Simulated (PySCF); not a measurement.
H4SeSi, SMILES [SiH3][SeH].

The structure is a stationary point at PBE0-D3(BJ)/def2-TZVP.

The numbers are results of HF/def2-TZVPD in PySCF, not measurements.

Symmetry labels are those of the subgroup Cs that the program uses (full group Cs).

### Question
List the valence orbital energies around the gap with their symmetry. (The exact figures need the calculation; the answer reports its results.)

### Answer

| orbital | symmetry | energy (eV) |
|---|---|---|
| HOMO−7 | A' | -71.11 |
| HOMO−6 | A' | -25.12 |
| HOMO−5 | A' | -19.41 |
| HOMO−4 | A' | -14.54 |
| HOMO−3 | A" | -13.69 |
| HOMO−2 | A' | -13.17 |
| HOMO−1 | A' | -11.69 |
| HOMO | A" | -9.68 |
| LUMO | A' | 1.42 |
| LUMO+1 | A' | 1.74 |
| LUMO+2 | A' | 1.83 |
| LUMO+3 | A" | 1.92 |
